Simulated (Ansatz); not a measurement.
Start from `[OH][Nb]([OH])([OH])([Cl])[Cl]` and change one element to get `[OH][Ta]([OH])([OH])([Cl])[Cl]`.

Ansatz, PBE0-D4/def2-TZVP geometries, multiplicity 1. Each molecule was computed in one conformer, which needn't be the lowest.

Elements past krypton have def2 core potentials.

| property | `[OH][Nb]([OH])([OH])([Cl])[Cl]` |
| --- | --- |
| HOMO–LUMO gap (B3LYP/def2-TZVPP) / eV | 4.91 |
| zero-point energy (PBE0-D4/def2-TZVP) / kJ/mol | 110.2 |
| LUMO energy (ωB97M-V/def2-TZVPP) / eV | -0.87 |
| HOMO energy (B3LYP/def2-TZVPP) / eV | -8.07 |
| LUMO energy (B3LYP/def2-TZVPP) / eV | -3.15 |
| HOMO energy (PBE/def2-TZVPP) / eV | -6.95 |

**Question.** Give the same properties after the change, and the shifts. (Best estimate.)

**Answer.** Computed: 
```tsv
property	`[OH][Ta]([OH])([OH])([Cl])[Cl]`	shift
HOMO–LUMO gap (B3LYP/def2-TZVPP) / eV	5.96	1.05
zero-point energy (PBE0-D4/def2-TZVP) / kJ/mol	110.7	0.5
LUMO energy (ωB97M-V/def2-TZVPP) / eV	0.03	0.90
HOMO energy (B3LYP/def2-TZVPP) / eV	-8.26	-0.19
LUMO energy (B3LYP/def2-TZVPP) / eV	-2.30	0.85
HOMO energy (PBE/def2-TZVPP) / eV	-7.13	-0.18
```

With PBE0 the HOMO falls by 0.21 eV and the LUMO rises by 0.85 eV, so the gap widens by about 1.06 eV. PBE moves the HOMO by -0.18 eV and ωB97M-V by -0.22 eV.

B3LYP here is the variant with VWN-RPA as its local correlation; programs differ in this.

Positive LUMOs are unbound, so they and the gaps depend on the basis.
